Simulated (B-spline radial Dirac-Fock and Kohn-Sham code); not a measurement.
Relativistic shifts of the levels of Ni³⁺

System: nickel as Ni³⁺, configuration [Ar] 3d7.

Both columns are ΔSCF binding energies of the configuration average from a radial finite-basis atomic code: non-relativistic Hartree-Fock with a point nucleus, and Dirac-Fock with a finite nucleus and the Coulomb interaction alone, averaged over the two j levels with weights 2j+1.

```
shell  Hartree-Fock (eV)  Dirac-Fock (eV)  shift (eV)  shift (%)
   1s             8315.2           8404.9      +89.70      +1.08
   2s             1053.9           1073.2      +19.31      +1.83
   2p              916.9            920.8       +3.91      +0.43
   3s              168.6            171.8       +3.17      +1.88
   3p              124.8            125.5       +0.72      +0.58
   3d              55.48            55.11       -0.38      -0.68
```

Relativity binds 1s, 2s, 2p, 3s, 3p more strongly, among those listed most of all 3s in relative terms, and 3d more weakly, because the contracted s and p shells screen the nucleus better.

Values without a named source are computed, but for edge energies of neutral atoms, which are taken from tables.
